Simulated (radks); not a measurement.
Values are calculated unless marked as measured or tabulated.
Question: Excited configurations of Ce III: one electron is placed in a higher orbital outside [Xe] 4f1. The ground configuration is [Xe] 4f2. Code: a radial shooting solver on a logarithmic mesh with Libxc functionals. Model: scalar-relativistic Kohn-Sham, PBEsol, spin-unpolarised, spherical densities, finite nucleus; Fermi nuclear charge, rms radius 4.8771 fm. Excitation = E - E(ground); binding = E(ion) - E, where the ion is the core of charge +3; n* = 3/sqrt(2 binding) in atomic units, and the quantum defect is n - n*.

outer orbital  excitation (eV)  binding (eV)     n*  quantum defect  eigenvalue (eV)  <r> (bohr)
5d                       1.459        19.137  2.530           2.470          -14.818       2.528
5f                      12.764         7.832  3.954           1.046           -6.205       5.774
6s                       2.895        17.701  2.630           3.370          -14.893       3.604
6p                       6.762        13.834  2.975           3.025          -11.596       4.301
6d                      11.383         9.213  3.646           2.354           -7.680       5.929
6f                      15.353         5.243  4.833           1.167           -4.323       9.897
7p                      12.752         7.844  3.951           3.049           -6.686       7.760
7d                      14.861         5.736  4.621           2.379           -4.862       10.05
7f                      16.897         3.699  5.753           1.247           -3.135       15.01

Estimate the row for 7s.

Answer: excitation (eV) 11.242; binding (eV) 9.354; n* 3.618; quantum defect 3.382; eigenvalue (eV) -8.025; <r> (bohr) 6.756. The Delta-SCF ionisation energy is 20.596 eV (NIST Atomic Spectra Database: 20.197 eV, semi-empirical). Self-interaction in the functional shifts the binding energies and quantum defects, so they are the method's values and not measured ones. Spin polarisation and multiplet splitting are left out, so open shells lie too high by an amount that depends on their filling. Spin-orbit splitting is averaged out at the scalar-relativistic level.

Beside tabulated values, note that spin-unpolarised runs miss the spin-polarisation part of the exchange energy of open shells.
